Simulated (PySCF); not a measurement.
# `F[C@@H]1CC(=S)[C@@H](Cl)C1`, C5H6ClFS

Geometry:
```json
{"atom": "F1", "x (Å)": "0.397", "y (Å)": "-2.392", "z (Å)": "-0.069"}
{"atom": "C2", "x (Å)": "0.263", "y (Å)": "-1.085", "z (Å)": "-0.473"}
{"atom": "C3", "x (Å)": "1.269", "y (Å)": "-0.182", "z (Å)": "0.251"}
{"atom": "C4", "x (Å)": "0.531", "y (Å)": "1.080", "z (Å)": "0.559"}
{"atom": "S5", "x (Å)": "1.128", "y (Å)": "2.366", "z (Å)": "1.333"}
{"atom": "C6", "x (Å)": "-0.872", "y (Å)": "0.963", "z (Å)": "0.046"}
{"atom": "Cl7", "x (Å)": "-0.881", "y (Å)": "1.726", "z (Å)": "-1.593"}
{"atom": "C8", "x (Å)": "-1.113", "y (Å)": "-0.531", "z (Å)": "-0.084"}
{"atom": "H9", "x (Å)": "0.412", "y (Å)": "-1.082", "z (Å)": "-1.558"}
{"atom": "H10", "x (Å)": "1.586", "y (Å)": "-0.663", "z (Å)": "1.181"}
{"atom": "H11", "x (Å)": "2.171", "y (Å)": "0.012", "z (Å)": "-0.330"}
{"atom": "H12", "x (Å)": "-1.608", "y (Å)": "1.505", "z (Å)": "0.636"}
{"atom": "H13", "x (Å)": "-1.395", "y (Å)": "-0.943", "z (Å)": "0.888"}
{"atom": "H14", "x (Å)": "-1.887", "y (Å)": "-0.774", "z (Å)": "-0.809"}
```

Method used: TDDFT wB97X-D/aug-cc-pVDZ circular dichroism and optical rotation, one conformer, gas phase in PySCF 2.14.0. Geometry: GFN2-xTB.

Singlets 7 and 8 lie within 0.01 eV of each other, so their separate moments and overlaps can depend on how they mix.

Question: Draw the ECD and absorption spectra from the lowest 8 states, each a Gaussian of half-width 0.25 eV at 1/e height.

Answer: 
| E (eV) | λ (nm) | Δε (L mol⁻¹ cm⁻¹) | ε (L mol⁻¹ cm⁻¹) |
| --- | --- | --- | --- |
| 1.84 | 673 | +0.01 | 0.119 |
| 1.99 | 622 | +0.04 | 0.913 |
| 2.14 | 579 | +0.16 | 3.42 |
| 2.29 | 541 | +0.28 | 6.22 |
| 2.44 | 507 | +0.25 | 5.52 |
| 2.59 | 478 | +0.11 | 2.38 |
| 2.74 | 452 | +0.02 | 0.501 |
| 2.89 | 429 | 0.00 | 0.0512 |
| 3.04 | 407 | 0.00 | 0 |
| 3.19 | 388 | 0.00 | 0 |
| 3.34 | 371 | 0.00 | 0 |
| 3.49 | 355 | 0.00 | 0 |
| 3.64 | 340 | 0.00 | 0 |
| 3.79 | 327 | 0.00 | 0 |
| 3.94 | 314 | 0.00 | 0 |
| 4.09 | 303 | 0.00 | 0 |
| 4.24 | 292 | 0.00 | 0 |
| 4.39 | 282 | 0.00 | 0.311 |
| 4.54 | 273 | +0.01 | 10.1 |
| 4.69 | 264 | +0.20 | 159 |
| 4.84 | 256 | +1.58 | 1220 |
| 4.99 | 248 | +6.01 | 4590 |
| 5.14 | 241 | +11.50 | 8470 |
| 5.29 | 234 | +11.34 | 8170 |
| 5.44 | 228 | +3.77 | 6020 |
| 5.59 | 222 | -6.82 | 6800 |
| 5.74 | 216 | -11.06 | 7460 |
| 5.89 | 210 | -5.24 | 5810 |
| 6.04 | 205 | +1.81 | 4660 |
| 6.19 | 200 | +3.96 | 3530 |
| 6.34 | 195 | +3.47 | 1750 |
| 6.49 | 191 | +6.19 | 1010 |

Δε uses R in velocity form, ε uses f in length form. Only the states computed contribute, so the short-wavelength end is incomplete.
